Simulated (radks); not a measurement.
The numbers below are computed, except where a source is named.
Ionisation of the calcium ion Ca3+, [Ne] 3s2 3p5, to [Ne] 3s2 3p4 as the strength of local exchange is varied. Level of theory: non-relativistic Kohn-Sham, Slater X-alpha exchange (alpha = 2/3 is LDA exchange), no correlation, spin-polarised, spherical densities, point nucleus; open shells are filled with parallel spins first (a radial shooting solver on a logarithmic mesh with Libxc functionals).

alpha  E(Ca3+) (hartree)  exchange (hartree)  IE (eV)  -e of the level emptied (eV)  <r> of it (bohr)
0.667         -671.75573           -31.74145   65.390                   57.195 (3p)             1.215
0.683         -672.51749           -32.53173   65.749                   57.555 (3p)             1.212
0.694         -673.04158           -33.07583   65.997                   57.803 (3p)             1.211
0.909         -683.34944           -43.83861   70.932                   62.760 (3p)             1.178
0.979         -686.73182           -47.39536   72.579                   64.419 (3p)             1.168

NIST Atomic Spectra Database: 67.273 eV (semi-empirical). The Delta-SCF value meets it near alpha = 0.75. Open shells are spherical and high-spin; term and fine-structure splittings are not resolved.
